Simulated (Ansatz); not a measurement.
Cl2HOSc (`[OH][Sc]([Cl])[Cl]`). Charge 0, multiplicity 1. All single points use the PBE0-D4/def2-TZVP geometry. It is one conformer, not always the lowest.

```xyz
5

O     1.090   -0.017    0.804
Sc   -0.379    0.005   -0.281
Cl   -2.472    0.048    0.662
Cl   -0.094   -0.009   -2.559
H     1.855   -0.027    1.374
```

(1) What is the dipole moment at B3LYP/def2-TZVPP? (An estimate is asked.)

(2) And with PBE, r2SCAN, ωB97M-V? (Estimate.)

(3) Give the Mulliken charges with B3LYP, r2SCAN, ωB97M-V in def2-TZVPP. (Estimate.)

Answers

(1) Computed: 3.02 D, with components (2.42, -0.04, 1.80) D in this frame, pointing from negative to positive charge.

(2) Ansatz gave: PBE 3.01 D, r2SCAN 3.07 D, ωB97M-V 3.07 D.

(3) Computed: 
```tsv
atom	B3LYP	r2SCAN	ωB97M-V
O1	-0.54	-0.55	-0.50
Sc2	0.91	0.91	0.81
Cl3	-0.29	-0.29	-0.25
Cl4	-0.29	-0.29	-0.25
H5	0.20	0.22	0.19
```

B3LYP here is the variant with VWN-RPA as its local correlation; programs differ in this.
